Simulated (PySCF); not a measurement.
C$_{4}$H$_{10}$As (SMILES [CH2]C(C)(C)[AsH2]), doublet, at a GFN2-xTB geometry; DF-B3LYP/cc-pVDZ run with PySCF.

The PySCF input:
```python
from pyscf import gto, scf, dft

mol = gto.M(
    atom='''
C    -1.39971709   -0.02774727    1.36922598
C    -0.97812280    0.12996158    0.02429981
C    -1.15233389    1.53356131   -0.53733861
C    -1.49034675   -0.93643955   -0.93293301
As    1.18561052   -0.16271413    0.00291320
H    -1.39896124    0.80490829    2.04952295
H    -1.64575139   -0.99849019    1.76069133
H    -2.21201114    1.76154937   -0.65414947
H    -0.67256403    1.62200928   -1.51394067
H    -0.71436310    2.27203018    0.13412416
H    -1.00997176   -0.84356970   -1.90882687
H    -2.56686577   -0.83152136   -1.06945470
H    -1.28979208   -1.93286927   -0.53933096
H     1.39548342    0.69269203    1.21828712
H     1.11277329   -1.37318878    0.88741642
''',
    basis='cc-pvdz',
    spin=1,
    verbose=4,
)

mf = dft.UKS(mol)
mf.xc = 'b3lyp'
mf.conv_tol_grad = 1e-3
mf = mf.density_fit(auxbasis='def2-universal-jkfit')
mf.kernel()
mf.analyze()
```

The log (banner, timings and long lists left out):

```
PySCF version 2.14.0

[INPUT] verbose = 4
[INPUT] num. atoms = 15
[INPUT] num. electrons = 67
[INPUT] charge = 0
[INPUT] spin (= nelec alpha-beta = 2S) = 1
[INPUT] symmetry False subgroup None
[INPUT] Mole.unit = angstrom
[INPUT] Symbol           X                Y                Z      unit          X                Y                Z       unit  Magmom
[...]
nuclear repulsion = 349.969801563265
number of shells = 56
number of NR pGTOs = 251
number of NR cGTOs = 133
basis = cc-pvdz
ecp = {}

******** <class 'pyscf.df.df_jk.DFUKS'> ********
method = DFUKS
initial guess = minao
damping factor = 0
level_shift factor = 0
DIIS = <class 'pyscf.scf.diis.CDIIS'>
diis_start_cycle = 1
diis_space = 8
diis_damp = 0
SCF conv_tol = 1e-09
SCF conv_tol_grad = 0.001
SCF max_cycles = 50
direct_scf = False
number electrons alpha = 34  beta = 33
XC library pyscf.dft.libxc version 7.1.2
    S. Lehtola, C. Steigemann, M. J. T. Oliveira, and M. A. L. Marques,  SoftwareX 7, 1–5 (2018)
XC functionals = b3lyp
    P. J. Stephens, F. J. Devlin, C. F. Chabalowski, and M. J. Frisch,  J. Phys. Chem. 98, 11623 (1994)
radial grids:
    Treutler-Ahlrichs [JCP 102, 346 (1995); DOI:10.1063/1.469408] (M4) radial grids

becke partition: Becke, JCP 88, 2547 (1988); DOI:10.1063/1.454033
pruning grids: <function nwchem_prune>
grids dens level: 3
symmetrized grids: False
atomic radii adjust function: <function treutler_atomic_radii_adjust>
small_rho_cutoff = 0
tot grids = 174976
******** <class 'pyscf.df.df.DF'> ********
auxbasis = def2-universal-jkfit
init E= -2393.76553152224

cycle= 1 E= -2394.21729578759  delta_E= -0.452  |g|= 0.28  |ddm|=  2.4
cycle= 2 E= -2394.18909343114  delta_E= 0.0282  |g|= 0.361  |ddm|= 0.645
cycle= 3 E= -2394.26358405853  delta_E= -0.0745  |g|= 0.0597  |ddm|= 0.425
cycle= 4 E= -2394.26580227141  delta_E= -0.00222  |g|= 0.0222  |ddm|= 0.0826
cycle= 5 E= -2394.26614782562  delta_E= -0.000346  |g|= 0.00539  |ddm|= 0.0301
cycle= 6 E= -2394.26618034838  delta_E= -3.25e-05  |g|= 0.00244  |ddm|= 0.0124
cycle= 7 E= -2394.26618689983  delta_E= -6.55e-06  |g|= 0.000742  |ddm|= 0.00561
cycle= 8 E= -2394.26618739954  delta_E= -5e-07  |g|= 0.000249  |ddm|= 0.00166
cycle= 9 E= -2394.26618744084  delta_E= -4.13e-08  |g|= 0.000119  |ddm|= 0.000431
cycle= 10 E= -2394.26618744996  delta_E= -9.12e-09  |g|= 4.71e-05  |ddm|= 0.000168
cycle= 11 E= -2394.26618745146  delta_E= -1.5e-09  |g|= 9.25e-06  |ddm|= 6.4e-05
[...]
converged SCF energy = -2394.26618745152  <S^2> = 0.76179184  2S+1 = 2.0117573
Total Energy =                       -2394.266187451516544
[...]
spin_pop of  10 H 2pz      -0.00000
spin_pop of  11 H 1s       -0.00090
spin_pop of  11 H 2s        0.00069
spin_pop of  11 H 2px      -0.00000
spin_pop of  11 H 2py      -0.00000
spin_pop of  11 H 2pz      -0.00000
spin_pop of  12 H 1s       -0.00069
spin_pop of  12 H 2s        0.00001
spin_pop of  12 H 2px      -0.00000
spin_pop of  12 H 2py       0.00001
spin_pop of  12 H 2pz       0.00000
spin_pop of  13 H 1s       -0.00453
spin_pop of  13 H 2s        0.00062
spin_pop of  13 H 2px       0.00001
spin_pop of  13 H 2py      -0.00000
spin_pop of  13 H 2pz      -0.00002
spin_pop of  14 H 1s       -0.00453
spin_pop of  14 H 2s        0.00062
spin_pop of  14 H 2px      -0.00001
spin_pop of  14 H 2py       0.00002
spin_pop of  14 H 2pz      -0.00001
 ** Mulliken Spin Density (per atom)  **
spin density of  0 C =      0.82540
spin density of  1 C =     -0.09685
spin density of  2 C =      0.01364
spin density of  3 C =      0.01364
spin density of  4 As =      0.29906
spin density of  5 H =     -0.02184
spin density of  6 H =     -0.02184
spin density of  7 H =     -0.00022
spin density of  8 H =     -0.00080
spin density of  9 H =     -0.00066
spin density of  10 H =     -0.00080
spin density of  11 H =     -0.00022
spin density of  12 H =     -0.00066
spin density of  13 H =     -0.00392
spin density of  14 H =     -0.00392
 ** Mulliken pop alpha/beta on meta-lowdin orthogonal AOs **
 ** Mulliken pop       alpha | beta **
In total            34.00000 | 33.00000
 ** Mulliken atomic charges   ( Nelec_alpha | Nelec_beta ) **
charge of  0C =     -0.25307  (     3.53924      2.71384 )
charge of  1C =      0.01379  (     2.94468      3.04153 )
charge of  2C =     -0.28739  (     3.15051      3.13688 )
charge of  3C =     -0.28739  (     3.15051      3.13688 )
charge of  4As =      0.08285  (    16.60811     16.30905 )
charge of  5H =      0.10047  (     0.43884      0.46069 )
charge of  6H =      0.10047  (     0.43884      0.46069 )
charge of  7H =      0.09685  (     0.45147      0.45169 )
charge of  8H =      0.09415  (     0.45253      0.45332 )
charge of  9H =      0.09604  (     0.45165      0.45231 )
charge of  10H =      0.09415  (     0.45253      0.45333 )
charge of  11H =      0.09685  (     0.45147      0.45169 )
charge of  12H =      0.09604  (     0.45165      0.45231 )
charge of  13H =     -0.02190  (     0.50899      0.51291 )
charge of  14H =     -0.02190  (     0.50899      0.51291 )
Dipole moment(X, Y, Z, Debye): -0.73004,  0.10613, -0.03885
```
